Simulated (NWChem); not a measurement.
System: CH6InN; SMILES [CH3][InH][NH2]

Here is an NWChem input.

```
start job
memory heap 200 mb stack 900 mb global 1100 mb
geometry units angstroms noautosym nocenter noautoz
  In    -0.312994    -0.007569     0.023527
  H     -2.014890     0.287832    -0.017675
  C      0.759985    -1.879371    -0.009403
  H      0.466935    -2.499151     0.850948
  H      1.844506    -1.705961     0.029785
  H      0.521203    -2.437003    -0.927139
  N      0.823762     1.663584     0.117016
  H      1.836660     1.669858     0.147404
  H      0.457010     2.607880     0.138653
end
basis spherical
  * library def2-svpd
end
ecp
  In library def2-ecp
end
dft
  xc xpbe96 cpbe96
  iterations 150
end
property
  response 1 0.0
end
task dft property
```

Excerpt of the output:

```
             Northwest Computational Chemistry Package (NWChem) 7.3.0
             --------------------------------------------------------

                             Geometry "geometry" -> ""
                             -------------------------

 Output coordinates in angstroms (scale by  1.889725989 to convert to a.u.)

  No.       Tag          Charge          X              Y              Z
 ---- ---------------- ---------- -------------- -------------- --------------
    1 In                  49.0000    -0.31299400    -0.00756900     0.02352700
    2 H                    1.0000    -2.01489000     0.28783200    -0.01767500
    3 C                    6.0000     0.75998500    -1.87937100    -0.00940300
    4 H                    1.0000     0.46693500    -2.49915100     0.85094800
    5 H                    1.0000     1.84450600    -1.70596100     0.02978500
    6 H                    1.0000     0.52120300    -2.43700300    -0.92713900
    7 N                    7.0000     0.82376200     1.66358400     0.11701600
    8 H                    1.0000     1.83666000     1.66985800     0.14740400
    9 H                    1.0000     0.45701000     2.60788000     0.13865300

 Effective nuclear repulsion energy (a.u.)     255.4778935685

                                 NWChem DFT Module
                                 -----------------

 Summary of "ao basis" -> "ao basis" (spherical)
 ------------------------------------------------------------------------------
       Tag                 Description            Shells   Functions and Types
 ---------------- ------------------------------  ------  ---------------------
 In                        def2-svpd                12       32   5s4p3d
 H                         def2-svpd                 4        8   2s2p
 C                         def2-svpd                 8       20   4s2p2d
 N                         def2-svpd                 8       20   4s2p2d

            General Information
            -------------------
          SCF calculation type: DFT
          Wavefunction type:  closed shell.
          No. of atoms     :     9
          No. of electrons :    40
           Alpha electrons :    20
            Beta electrons :    20
          Charge           :     0
          Spin multiplicity:     1
          Use of symmetry is: off; symmetry adaption is: off
          Maximum number of iterations: 150
          AO basis - number of functions:   120
                     number of shells:    52
          Convergence on energy requested:  1.00D-06
          Convergence on density requested:  1.00D-05
          Convergence on gradient requested:  5.00D-04

              XC Information
              --------------
          PerdewBurkeErnzerhof Exchange Functional  1.000
            Perdew 1991 LDA Correlation Functional  1.000 local
           PerdewBurkeErnz. Correlation Functional  1.000 non-local

             Grid Information
             ----------------
          Grid used for XC integration:  medium
          Radial quadrature: Mura-Knowles
          Angular quadrature: Lebedev.
          Tag              B.-S. Rad. Rad. Pts. Rad. Cut. Ang. Pts.
          ---              ---------- --------- --------- ---------
          In                  1.55      123          10.0       590
          H                   0.35       45          13.0       434
          C                   0.70       49          12.0       434
          N                   0.65       49          11.0       434
          Grid pruning is: on
          Number of quadrature shells:   491
          Spatial weights used:  Erf1

      Superposition of Atomic Density Guess
      -------------------------------------

 Sum of atomic energies:        -312.91397777

      Non-variational initial energy
      ------------------------------

 Total energy =    -285.159794
 1-e energy   =    -714.636859
 2-e energy   =     302.111837
 HOMO         =      -0.320669
 LUMO         =      -0.005314

   convergence    iter        energy       DeltaE   RMS-Dens  Diis-err
 ---------------- ----- ----------------- --------- --------- ---------
 d= 0,ls=0.0,diis     1   -286.3212920868 -4.14D+02  2.18D-02  4.97D-01
 d= 0,ls=0.0,diis     2   -285.8217703790  5.00D-01  1.32D-02  3.69D+00
 d= 0,ls=0.0,diis     3   -286.3796786465 -5.58D-01  3.20D-03  7.95D-02
 d= 0,ls=0.0,diis     4   -286.3855468014 -5.87D-03  1.57D-03  4.10D-02
 d= 0,ls=0.0,diis     5   -286.3912693378 -5.72D-03  5.36D-04  1.33D-03
  Resetting Diis
 d= 0,ls=0.0,diis     6   -286.3914449098 -1.76D-04  1.35D-04  5.86D-05
 d= 0,ls=0.0,diis     7   -286.3914514294 -6.52D-06  7.12D-05  3.38D-06
 d= 0,ls=0.0,diis     8   -286.3914499156  1.51D-06  3.63D-05  1.54D-05
 d= 0,ls=0.0,diis     9   -286.3914519295 -2.01D-06  1.04D-05  8.13D-07
 d= 0,ls=0.0,diis    10   -286.3914520309 -1.01D-07  1.34D-06  1.77D-08

         Total DFT energy =     -286.391452030885
      One electron energy =     -717.689488969633
           Coulomb energy =      335.023449783868
    Exchange-Corr. energy =      -31.090640155793
 Nuclear repulsion energy =      127.365227310673

 Numeric. integr. density =       39.999987019044

                       DFT Final Molecular Orbital Analysis
                       ------------------------------------

[...]

 DFT Linear Response polarizability / au
 Frequency  =       0.0000000 / au
              X              Y              Z
 -----------------------------------------------
 X      67.2545148     -1.4203861      0.4370480
 Y      -1.4202947     76.4586933      0.8411590
 Z       0.4370511      0.8411562     51.3306600
 -----------------------------------------------
 Eigenvalues =      67.0599966     76.6960981     51.2877734
 Isotropic   =      65.0146227
 Anisotropic =      22.2171155
 -----------------------------------------------

 Magnetic Dipole Response Matrix (nonzero elements):

 Exiting AOResponse driver routine
```

Level: PBE/def2-SVPD with def2 effective core potentials on In. The geometry was optimised at PBE0/def2-SVP. No frequency run checked for a minimum. def2 effective core potentials on In; no spin-orbit coupling.
